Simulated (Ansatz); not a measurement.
System: C4H8Si2, charge 0, multiplicity 1. SMILES: C1=C[SiH2][SiH2]C=C1
Coordinates optimised at B3LYP-D3(BJ)/def2-TZVP (Ansatz, a first-principles code):
```xyz
14

C      1.7654     0.6976    -0.1593
C      0.7485     1.5552    -0.3464
Si    -1.0733     1.1516    -0.2521
Si    -1.0987    -1.1273     0.2526
C      0.7136    -1.5716     0.3460
C      1.7494    -0.7371     0.1584
H      2.7735     1.0951    -0.2501
H      1.0269     2.5811    -0.5743
H     -1.7269     1.4763    -1.5458
H     -1.7206     1.9929     0.7871
H     -1.7588    -1.4372     1.5467
H     -1.7652    -1.9538    -0.7862
H      0.9691    -2.6034     0.5738
H      2.7484    -1.1570     0.2487
```

Wanted: vertical electron affinity (to the doublet state of charge -1; a negative value means that the extra electron is unbound and the number depends on the basis; each state is the SCF solution reached for its spin; for the singlet the Hartree-Fock reference is unstable and T1 is 0.013), in eV. Cores are frozen in the correlated levels unless marked. Open shells are spin-unrestricted. Spin-orbit coupling is left out. Non-relativistic. Anions need diffuse functions: aug- sets have them; def2-D sets add few. 

```tsv
level	program	vertical electron affinity (eV)
HF/aug-cc-pV(Q+d)Z	Ansatz	-0.52
SVWN5/def2-TZVPD	Ansatz	0.45
PBE/def2-TZVPD	Ansatz	0.29
B3LYP/def2-TZVPD	Ansatz	0.21
PBE0/def2-TZVPD	Ansatz	0.23
MP2/aug-cc-pV(D+d)Z	Ansatz	-0.09
```
